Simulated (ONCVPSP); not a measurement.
# Building the ONCV potential for Si (Z = 14) (LDA (Perdew-Wang 92), scalar-relativistic).

| Quantity | Value |
| --- | --- |
| Element | silicon (Si) |
| Generator | ONCVPSP 4.0.1 |
| Type | optimised norm-conserving Vanderbilt (ONCV) |
| Functional | LDA (Perdew-Wang 92) |
| Relativity | scalar-relativistic |
| Frozen core | [Ne] |
| Valence charge | 4 |
| Reference configuration | 3s1 (charge +3) |
| Partial waves | 3s: rc 1.40 bohr, ncon 4, nbas 8, qcut 4.8 1/bohr, 2 projectors, debl 2.9 Ha; p scattering state at 0.47 Ha: rc 1.55 bohr, ncon 5, nbas 9, qcut 4.2 1/bohr, 1 projector; d scattering state at 0.1 Ha: rc 1.50 bohr, ncon 3, nbas 7, qcut 7.3 1/bohr, 2 projectors, debl 0.6 Ha |
| Local potential | polynomial inside 0.95 bohr (lpopt 5, dvloc0 6 Ha) |
| Core correction | Teter function, fcfact 4.75, rcfact 1.1 |

In the p channel the program set the typed energies aside and used 0.050 Ha. In the d channel the program set the typed energies aside and used 0.050, 0.650 Ha.

All-electron outer shells of the reference configuration (LDA (PZ), scalar-relativistic, ld1.x):

```tsv
shell	level (eV)	outermost node (bohr)	outermost maximum (bohr)
2p	-132.08	–	0.39
3s	-39.70	0.71	1.63
```

Calculated quality:

```json
{"Cutoffs needed": "9.3 Ha and 78 Ha (the cutoffs (Ha) at which the residual kinetic energy of the hardest occupied pseudo-wave falls to 1 and 0.1 mHa per electron)", "Ghost test": "no bound ghost flagged; no localised positive-energy state flagged", "Largest excitation error": "+721 meV (all-electron minus pseudo) for 3s1 3p2, out of 4 test configurations", "rms error of d²Exc/dni dnj": "25.29 mHa without and 13.85 mHa with the model core"}
```

Generation and tests took about 3.3 s on one core of a shared server CPU.
